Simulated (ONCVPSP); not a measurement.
As (Z = 33): one change to an ONCV potential, before and after

| Quantity | Value |
| --- | --- |
| Element | arsenic |
| Generator | ONCVPSP 4.0.1 |
| Type | optimised norm-conserving Vanderbilt (ONCV) |
| Functional | PBE |
| Relativity | scalar-relativistic |
| Frozen core | [Ar] |
| Valence charge | 15 |
| Reference configuration | 3d10 4s2 4p3 |
| Partial waves | 4s: rc 1.60 bohr, ncon 4, nbas 7, qcut 3.7 1/bohr, 2 projectors, debl 3.4 Ha; 4p: rc 1.65 bohr, ncon 3, nbas 6, qcut 4 1/bohr, 1 projector; 3d: rc 1.00 bohr, ncon 5, nbas 10, qcut 18.7 1/bohr, local |
| Local potential | the d channel |
| Core correction | polynomial model core, fcfact 0.25 |

Change: p: rc 1.92.

Cutoffs: the cutoffs (Ha) at which the residual kinetic energy of the hardest occupied pseudo-wave falls to 1 and 0.1 mHa per electron; they do not see the model core or the augmentation charge, which bear on the density cutoff. Errors are all-electron minus pseudo energies relative to the spin-unpolarised reference configuration.

What does the change do?

The potential gets neither clearly harder nor softer (129 Ha and 145 Ha → 129 Ha and 145 Ha); both files keep a bound ghost (p, s); of the 4 tests that both files solve, the error grows in 2 and shrinks in 1 by more than 15 % and 0.3 meV (median size 1.1 → 2.1 meV).

```tsv
quantity	base	changed
cutoff, loose	129 Ha	129 Ha
cutoff, tight	145 Ha	145 Ha
loose cutoff by channel	s 26 Ha, p 7.9 Ha, d 129 Ha	s 26 Ha, p 5.5 Ha, d 129 Ha
bound ghosts	s, p	s, p
GHOST(+) flags under 300 eV	s at 202.1 eV	s at 202.1 eV
error for 3d10 4s2 4p2, meV [ΔE 9.15 eV]	+0.1	+0.2
error for 3d10 4s2 4p1, meV [ΔE 27.07 eV]	-0.4	-2.8
error for 3d10 4s2 4p0, meV [ΔE 54.77 eV]	-12	-27
error for 3d10 4s1 4p4, meV [ΔE 9.42 eV]	-1.8	+1.3
s: phases at 1.62 bohr within 0.05 rad from the reference energy up to (Ha; the scan ends near 5)	to the end of the scan	to the end of the scan
d: phases at 1.02 bohr within 0.05 rad from the reference energy up to (Ha; the scan ends near 5)	1.8	1.8
rms error of d²Exc/dni dnj with the model core, mHa	3.67	3.60
```

 A true bound ghost makes a file unfit for plane-wave use even where its test errors are small: the radial tests pick states by their node count and pass the ghost by.
